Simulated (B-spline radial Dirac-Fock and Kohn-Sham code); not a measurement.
Photoemission from Ga at 4000 eV, detector at θ = 45°, φ = 0°

System: the free gallium atom, configuration [Ar] 3d10 4s2 4p1. The computed values come from an atomic code on a B-spline grid: Dirac-Hartree-Slater photoionisation with a Latter tail; cross sections with all multipoles, angular parameters from the dipole term and its interference with E2. Thresholds are tabulated edges, those marked * orbital energies of the model. For linearly polarised light dσ/dΩ = σ/(4π) [1 + β P₂(cos θ) + (δ + γ cos²θ) sin θ cos φ], with θ from the polarisation vector and φ the angle between the beam and the projection of the electron momentum on the plane normal to the polarisation. The dipole factor is 1 + βP₂ and the non-dipole term is the rest of the bracket. Open shells are filled statistically over j.

```tsv
subshell	threshold (eV)	σ (kb)	β	γ	δ	dipole factor	non-dipole term	dσ/dΩ (kb/sr)
2s	1299.0	14.0	2.00	0.16	0.000	1.500	+0.056	1.74
2p1/2	1143.2	9.53	1.32	0.84	0.061	1.330	+0.340	1.27
2p3/2	1116.4	17.8	1.34	0.86	0.060	1.335	+0.347	2.39
3s	159.5	2.16	2.00	0.34	0.000	1.500	+0.121	0.278
3p1/2	103.5	1.14	1.26	0.89	0.058	1.314	+0.356	0.151
3p3/2	100.0	2.12	1.27	0.91	0.057	1.318	+0.362	0.283
3d3/2	26.35*	0.155	0.66	0.92	0.227	1.166	+0.486	0.0203
3d5/2	25.84*	0.223	0.65	0.91	0.230	1.163	+0.486	0.0292
4s	11.10*	0.158	2.00	0.37	0.000	1.500	+0.129	0.0205
4p1/2	4.69*	0.00570	1.25	0.90	0.058	1.312	+0.358	0.000757
4p3/2	4.58*	0.0103	1.26	0.91	0.057	1.316	+0.363	0.00138
```
